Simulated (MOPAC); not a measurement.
MOPAC input (PM7):

```
PM7 PRECISE GNORM=0.05 LET XYZ UHF MS=0.5 GEO-OK AUX(PRECISION=9) THREADS=1
CH6BN2

C    -0.76576500 1   -1.30630900 1   -0.32739300 1
B    -0.00327000 1   -0.00557900 1   -0.00139800 1
N    -0.63673200 1    1.00667700 1    0.77251000 1
N     1.32614200 1    0.16938000 1   -0.47776200 1
H    -1.77995400 1   -1.49680400 1    0.00755400 1
H    -0.33598600 1   -2.11275300 1   -0.91219700 1
H    -0.20628300 1    1.87888900 1    1.02538900 1
H    -1.57310200 1    0.90704700 1    1.11981900 1
H     1.79445500 1   -0.52944300 1   -1.02518200 1
H     1.88594000 1    0.98641600 1   -0.30727400 1
```

Output:

```
 *******************************************************************************
 **                                                                           **
 **                              MOPAC v23.2.5                                **
 **                                                                           **
 *******************************************************************************
 ** MOPAC's Digital Object Identifier: https://doi.org/10.5281/zenodo.6511958 **
 **                                                                           **
 ** Please cite the open-source release paper for use of this MOPAC version:  **
 ** J. E. Moussa and J. J. P. Stewart (2026)                                  **
 ** MOPAC: An open-source semiempirical molecular orbital program             **
 ** J. Open Source Softw., 11(119), 8025, https://doi.org/10.21105/joss.08025 **
 *******************************************************************************

                              PM7 CALCULATION RESULTS

 *******************************************************************************
 *  PM7        - The PM7 Hamiltonian to be used
 *  GEO-OK     - OVERRIDE INTERATOMIC DISTANCE AND OTHER SAFETY CHECKS
 *  UHF        - UNRESTRICTED HARTREE-FOCK CALCULATION
 *  MS=        - IN MECI, MAGNETIC COMPONENT OF SPIN =  0.5
 *  LET        - OVERRIDE SOME SAFETY CHECKS
 *  PRECISE    - TIGHTER CRITERIA TO BE USED
 *  XYZ        - CARTESIAN COORDINATE SYSTEM TO BE USED
 *  GNORM      - EXIT WHEN GRADIENT NORM DROPS BELOW 0.050
 *  AUX        - OUTPUT AUXILIARY INFORMATION
 *******************************************************************************
PM7 PRECISE GNORM=0.05 LET XYZ UHF MS=0.5 GEO-OK AUX(PRECISION=9) THREADS=1
 CH6BN2

   ATOM   CHEMICAL          X               Y               Z
  NUMBER   SYMBOL      (ANGSTROMS)     (ANGSTROMS)     (ANGSTROMS)

     1       C         -0.76576500  *  -1.30630900  *  -0.32739300  *
     2       B         -0.00327000  *  -0.00557900  *  -0.00139800  *
     3       N         -0.63673200  *   1.00667700  *   0.77251000  *
     4       N          1.32614200  *   0.16938000  *  -0.47776200  *
     5       H         -1.77995400  *  -1.49680400  *   0.00755400  *
     6       H         -0.33598600  *  -2.11275300  *  -0.91219700  *
     7       H         -0.20628300  *   1.87888900  *   1.02538900  *
     8       H         -1.57310200  *   0.90704700  *   1.11981900  *
     9       H          1.79445500  *  -0.52944300  *  -1.02518200  *
    10       H          1.88594000  *   0.98641600  *  -0.30727400  *

          CARTESIAN COORDINATES

    NO.       ATOM           X           Y           Z

     1         C         -0.7658     -1.3063     -0.3274
     2         B         -0.0033     -0.0056     -0.0014
     3         N         -0.6367      1.0067      0.7725
     4         N          1.3261      0.1694     -0.4778
     5         H         -1.7800     -1.4968      0.0076
     6         H         -0.3360     -2.1128     -0.9122
     7         H         -0.2063      1.8789      1.0254
     8         H         -1.5731      0.9070      1.1198
     9         H          1.7945     -0.5294     -1.0252
    10         H          1.8859      0.9864     -0.3073

 General Reference for PM7:
 "Optimization of Parameters for Semiempirical Methods VI: More Modifications to the
 NDDO Approximations and Re-optimization of Parameters", J. J. P. Stewart, J. Mol. Mod., 1:32, 19 (2013)
 https://link.springer.com/article/10.1007/s00894-012-1667-x

           Empirical Formula: C H6 N2 B  =    10 atoms

      MOLECULAR POINT GROUP   :   C2v

          UHF CALCULATION, NO. OF ALPHA ELECTRONS =   12
                           NO. OF BETA  ELECTRONS =   11

          Geometry optimization using EF

          DIAGONAL MATRIX USED AS START HESSIAN

 CYCLE:     1  GRAD.:    44.961 HEAT: -16.15496
 CYCLE:     2  GRAD.:   192.904 HEAT:-0.6953601
 CYCLE:     3  GRAD.:    51.179 HEAT: -16.17723
 CYCLE:     4  GRAD.:   442.467 HEAT:  30.49281
 CYCLE:     5  GRAD.:    27.398 HEAT: -16.50699
 CYCLE:     6  GRAD.:    68.362 HEAT: -14.83407
 CYCLE:     7  GRAD.:    49.249 HEAT: -16.21304
 CYCLE:     8  GRAD.:   110.368 HEAT: -10.10156
 CYCLE:     9  GRAD.:    13.606 HEAT: -16.92825
 CYCLE:    10  GRAD.:    37.801 HEAT: -16.28223
 CYCLE:    11  GRAD.:     0.948 HEAT: -17.03187
 CYCLE:    12  GRAD.:     5.830 HEAT: -17.02385
 CYCLE:    13  GRAD.:     0.499 HEAT: -17.03361
 CYCLE:    14  GRAD.:     0.619 HEAT: -17.03440
 CYCLE:    15  GRAD.:     3.513 HEAT: -17.03097
 CYCLE:    16  GRAD.:     0.601 HEAT: -17.03590
 CYCLE:    17  GRAD.:     1.353 HEAT: -17.03536
 CYCLE:    18  GRAD.:     0.322 HEAT: -17.03599
 CYCLE:    19  GRAD.:     0.558 HEAT: -17.03589
 CYCLE:    20  GRAD.:     0.194 HEAT: -17.03603
 CYCLE:    21  GRAD.:     0.159 HEAT: -17.03604
 CYCLE:    22  GRAD.:     0.007 HEAT: -17.03606

     GRADIENT =  0.00727 IS LESS THAN CUTOFF =  0.05000

 -------------------------------------------------------------------------------
 PM7 PRECISE GNORM=0.05 LET XYZ UHF MS=0.5 GEO-OK AUX(PRECISION=9) THREADS=1
 CH6BN2

     GEOMETRY OPTIMISED USING EIGENVECTOR FOLLOWING (EF).
     SCF FIELD WAS ACHIEVED

                              PM7 CALCULATION
                                                       MOPAC v23.2.5 Linux

          FINAL HEAT OF FORMATION =        -17.03606 KCAL/MOL =     -71.27886 KJ/MOL

          COSMO AREA              =        103.26 SQUARE ANGSTROMS
          COSMO VOLUME            =         86.31 CUBIC ANGSTROMS

          GRADIENT NORM           =          0.00727          =       0.00230 PER ATOM
          IONIZATION POTENTIAL    =          8.770882 EV
          ALPHA SOMO LUMO (EV)    =         -8.872  0.853
          BETA  SOMO LUMO (EV)    =         -8.771  0.022
          NO. OF ALPHA ELECTRONS  =         12
          NO. OF BETA  ELECTRONS  =         11
          MOLECULAR WEIGHT        =         56.8818         POINT GROUP:  C2v

          MOLECULAR DIMENSIONS (Angstroms)

            Atom       Atom       Distance
            H     7    H     6     4.40176
            H    10    H     5     3.86317
            H     9    H     8     0.00000

          SCF CALCULATIONS        =         23

   ATOM   CHEMICAL          X               Y               Z
  NUMBER   SYMBOL      (ANGSTROMS)     (ANGSTROMS)     (ANGSTROMS)

     1       C         -0.76849538  *  -1.31096961  *  -0.32856166  *
     2       B          0.00761025  *   0.01298258  *   0.00325375  *
     3       N         -0.64994006  *   1.00548072  *   0.77751387  *
     4       N          1.33294424  *   0.15964771  *  -0.48550451  *
     5       H         -1.76300730  *  -1.47145878  *   0.01302003  *
     6       H         -0.32237135  *  -2.08597666  *  -0.90460346  *
     7       H         -0.23358500  *   1.86648434  *   1.03077299  *
     8       H         -1.57410596  *   0.89647470  *   1.11496666  *
     9       H          1.78513269  *  -0.53646883  *  -1.02473615  *
    10       H          1.89068016  *   0.96033800  *  -0.32230173  *

                             CARTESIAN COORDINATES

   1    C       -0.768495375    -1.310969612    -0.328561658
   2    B        0.007610247     0.012982581     0.003253750
   3    N       -0.649940065     1.005480720     0.777513865
   4    N        1.332944240     0.159647710    -0.485504507
   5    H       -1.763007298    -1.471458775     0.013020033
   6    H       -0.322371349    -2.085976663    -0.904603461
   7    H       -0.233585001     1.866484339     1.030772993
   8    H       -1.574105957     0.896474703     1.114966656
   9    H        1.785132687    -0.536468834    -1.024736154
  10    H        1.890680165     0.960338004    -0.322301730

           Empirical Formula: C H6 N2 B  =    10 atoms

      MOLECULAR POINT GROUP   :   C2v

          ALPHA EIGENVALUES
 -35.43047 -34.67886 -22.67794 -17.43059 -16.74482 -16.25405 -14.49413 -13.23069
 -11.87291 -11.55068  -9.09998  -8.87192   0.85348   2.79243   2.86829   4.72612
   6.17909   6.70307   6.88768   7.35965   7.36512   7.63896

           BETA EIGENVALUES
 -35.32189 -34.57274 -22.24317 -17.38756 -16.69768 -16.17539 -14.42890 -13.02965
 -11.47524 -11.23180  -8.77088   0.02153   2.04736   2.91287   3.02269   4.84968
   6.20590   6.89185   7.12747   7.37869   7.40591   7.67604

              NET ATOMIC CHARGES AND DIPOLE CONTRIBUTIONS

  ATOM NO.   TYPE          CHARGE      No. of ELECS.   s-Pop       p-Pop
    1          C          -0.295897        4.2959     1.14588     3.15001
    2          B           0.150182        2.8498     0.63051     2.21930
    3          N          -0.575889        5.5759     1.51596     4.05993
    4          N          -0.575887        5.5759     1.51595     4.05993
    5          H           0.117416        0.8826     0.88258
    6          H           0.117416        0.8826     0.88258
    7          H           0.259362        0.7406     0.74064
    8          H           0.271968        0.7280     0.72803
    9          H           0.271967        0.7280     0.72803
   10          H           0.259362        0.7406     0.74064
 DIPOLE           X         Y         Z       TOTAL
 POINT-CHG.     0.372     0.635     0.159     0.753
 HYBRID         0.299     0.509     0.128     0.604
 SUM            0.671     1.145     0.287     1.357

          ATOMIC ORBITAL ELECTRON POPULATIONS

     Atom    s        px        py        pz
    1  C   1.14588   1.08205   1.06188   1.00608
    2  B   0.63051   0.72140   0.82042   0.67749
    3  N   1.51596   1.24950   1.27163   1.53880
    4  N   1.51595   1.25962   1.26427   1.53605
    5  H   0.88258
    6  H   0.88258
    7  H   0.74064
    8  H   0.72803
    9  H   0.72803
   10  H   0.74064

                    (SZ)    =    0.500000
                    (S**2)  =    0.755095

          ATOMIC ORBITAL SPIN POPULATIONS

    Atom   Total    s     px     py     pz
         Atomic
    1  C  1.0328  0.026  0.147  0.194  0.665
    2  B -0.0657 -0.010 -0.011 -0.025 -0.019
    3  N  0.0510  0.002  0.007  0.010  0.032
    4  N  0.0510  0.002  0.007  0.010  0.032
    5  H -0.0290 -0.029
    6  H -0.0290 -0.029
    7  H -0.0029 -0.003
    8  H -0.0026 -0.003
    9  H -0.0026 -0.003
   10  H -0.0029 -0.003

 **********************
 *                    *
 * JOB ENDED NORMALLY *
 *                    *
 **********************

 == MOPAC DONE ==
```

The geometry given is a B3LYP-D3(BJ)/def2-TZVP minimum.
